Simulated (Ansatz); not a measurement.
Cost and result for the atomization energy of `[F][GeH]([Cl])[O][SiH3]` (9 atoms, 8 bonds).

```xyz
9

F     1.368   -1.424   -1.370
Ge    1.257   -0.904    0.270
Cl    2.596    0.737    0.456
O    -0.373   -0.369    0.530
Si   -1.384    0.756   -0.132
H     1.605   -2.055    1.199
H    -2.291    0.094   -1.101
H    -0.602    1.813   -0.823
H    -2.176    1.352    0.971
```

The species carries charge 0 and has multiplicity 1. Correlated methods include outer-core shells of Ge, which these sets cover unevenly. Scalar relativity is left out up to krypton. All single points use the PBE0-D4/def2-TZVP geometry. It is one conformer, not always the lowest. Program: Ansatz. All runs use 4 threads of an Arm Neoverse V1 on a shared host. Times are those of one run each, without the atoms' runs, and a repeat can differ threefold. Electronic energies, without spin–orbit coupling; frozen cores. CCSD(T)/CBS adds CCSD(T) − MP2 in def2-TZVPP to the MP2 limit, and its time is that of the two runs behind it. T1 = 0.012. With those shells the extrapolation isn't a true limit. HSE06 is the plane-wave form, built on full-range PBE exchange.

CCSD(T)/CBS is a level of theory with its own doubt, some kJ/mol a heavy atom from the limit and from the frozen cores, so smaller differences don't rank the functionals.

| level | functions | wall time | atomization (kJ/mol) | difference from CCSD(T)/CBS | per bond |
| --- | --- | --- | --- | --- | --- |
| LDA (SPW92)/def2-TZVPP | 250 | 1.4 s | 3370.6 | 383.3 | 47.9 |
| revPBE-D4/def2-TZVPP | 250 | 2.2 s | 2884.9 | -102.4 | -12.8 |
| BLYP-D4/def2-TZVPP | 250 | 2.2 s | 2926.0 | -61.3 | -7.7 |
| PBE0-D4/def2-TZVPP | 250 | 3.9 s | 2914.4 | -72.9 | -9.1 |
| HSE06-D4/def2-TZVPP | 250 | 4.4 s | 2915.7 | -71.6 | -9.0 |
| B2PLYP/def2-TZVPP | 250 | 6.5 s | 2924.7 | -62.6 | -7.8 |
| r2SCANh-D4/def2-TZVPP | 250 | 7 s | 2949.1 | -38.2 | -4.8 |
| CCSD(T)/def2-SVP | 116 | 8 s | 2745.2 | -242.1 | -30.3 |
| B97M-V/def2-TZVPP | 250 | 9.5 s | 2992.0 | 4.7 | 0.6 |
| ωB97M-V/def2-TZVPP (with forces) | 250 | 14 s | 2963.6 | -23.7 | -3.0 |
| MP2/def2-QZVPP | 463 | 23 s | 3023.6 | 36.3 | 4.5 |
| CCSD(T)/def2-TZVPP | 250 | 3.9 min | 2909.2 | -78.1 | -9.8 |
| CCSD(T)/CBS(def2) | – | 4.3 min | 2987.3 | 0.0 | 0.0 |

The D4 term adds +36.4 kJ/mol with B3LYP and +19.2 kJ/mol with PBE0; it sums over pairs of atoms, weighted by their polarisabilities, and B3LYP, whose exchange is more repulsive, gets the larger term. From BLYP to BHLYP (50 % exact exchange), in def2-TZVPP and without D4, the atomization energy moves by −44.9 kJ/mol: exact exchange takes away binding that semilocal exchange gives to molecules. At CCSD(T), def2-SVP lies −242.2 kJ/mol from the extrapolated value and def2-TZVPP −78.1 kJ/mol: correlation converges slowly with the basis, and small sets miss more of it in the bonded molecule than in its fragments.

B3LYP here is the variant with VWN-RPA as its local correlation; programs differ in this.
